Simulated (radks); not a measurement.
Q: These are the eigenvalues of the occupied orbitals of an atom or ion with whole-number occupations (eV). Calculated with a radial shooting solver on a logarithmic mesh with Libxc functionals: scalar-relativistic Kohn-Sham, SCAN, spin-polarised, spherical densities, finite nucleus; meta-GGA in the generalised Kohn-Sham scheme; Fermi nuclear charge, rms radius of each element as measured or else 0.836 A^(1/3) + 0.57 fm.

1s up: -23463.92
1s down: -23457.23
2s up: -4597.582
2s down: -4593.414
2p up: -4277.957
2p down: -4270.954
3s up: -1739.723
3s down: -1713.890
3p up: -1634.786

Which element is it, and in what charge state? The configuration may be excited. Open shells, if any, are filled with parallel spins first.

A: Z = 44, ruthenium, charge +29: Ru29+ in [Ne] 3s2 3p3. The list shows which subshells hold electrons but not how many an open one holds; the 1s level, -862.28 hartree, gives Z - s = 41.5 by -(Z - s)^2/2, which with screening and relativity narrows Z to a few neighbours, and the depths of the outer levels then fix element, charge and occupations together.
